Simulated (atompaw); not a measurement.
Ta (Z = 73): one change to a PAW (atompaw) potential, before and after

* Element: tantalum (Ta)
* Generator: atompaw 4.2.0.5
* Type: PAW
* Functional: PBE
* Relativity: scalar-relativistic
* Frozen core: [Xe] 4f14
* Valence charge: 5
* Reference configuration: 5d3 6s2 6p0
* Partial waves: 6s (bound): rc 3.00 bohr; 6s channel at 4.25 Ry: rc 3.00 bohr; 6p (bound, empty): rc 3.00 bohr; 6p channel at 3.25 Ry: rc 3.00 bohr; 5d (bound): rc 2.70 bohr; 5d channel at 0.2 Ry: rc 2.70 bohr; 5f channel at -0.2 Ry: rc 3.00 bohr
* Local potential: troulliermartins scheme with l = 4 at 0 Ry, radius 2.70 bohr
* Core correction: smooth core density matched at 1.80 bohr
* Augmentation charge: besselshape compensation charge, radius 2.30 bohr; PAW radius 3.00 bohr; waves and projectors: custom polynom2 7 10 vanderbiltortho

All-electron outer shells of the reference configuration (PBE, scalar-relativistic, ld1.x):

| shell | level (eV) | outermost node (bohr) | outermost maximum (bohr) |
| --- | --- | --- | --- |
| 5p | -39.40 | 0.58 | 1.13 |
| 4f | -24.70 | – | 0.44 |
| 6s | -5.44 | 1.32 | 2.78 |
| 5d | -3.59 | 0.65 | 1.58 |
| 6p | -1.39 | 1.60 | 3.89 |

Change: local potential ultrasoft scheme with l = 4 at 0 Ry, radius 2.70 bohr.

Cutoffs: the cutoffs (Ry, on a coarse ladder) from which the occupation-weighted sum of valence levels, in a spherical-Bessel basis at the reference potential, stays within 10 and 1 mRy of its value at 400 Ry; they do not see the model core or the augmentation charge, which bear on the density cutoff.

Task: What does the change do?

Result: The potential gets neither clearly harder nor softer (25 Ry and 45 Ry → 25 Ry and 45 Ry); both files keep a bound ghost (f); the range in which the s phases agree widens (upper end 1.9 → 3.0).

```tsv
quantity	base	changed
cutoff, loose	25 Ry	25 Ry
cutoff, tight	45 Ry	45 Ry
bound ghosts	f	f
s: phases at 3.02 bohr within 0.05 rad from the reference energy up to (Ry; the scan ends near 5)	1.9	3.0
p: phases at 3.02 bohr within 0.05 rad from the reference energy up to (Ry; the scan ends near 5)	4.0	4.4
d: phases at 3.02 bohr within 0.05 rad from the reference energy up to (Ry; the scan ends near 5)	1.9	1.8
f: phases at 3.02 bohr within 0.05 rad from the reference energy up to (Ry; the scan ends near 5)	0.7	0.7
lowest overlap eigenvalue by channel	s 0.68, p 0.97, d 0.92, f 1.00	s 0.67, p 0.97, d 0.92, f 1.00
```

 A true bound ghost makes a file unfit for plane-wave use even where its test errors are small: the radial tests pick states by their node count and pass the ghost by. The cutoffs see the waves, projectors and local potential, not the compensation charge or the core.
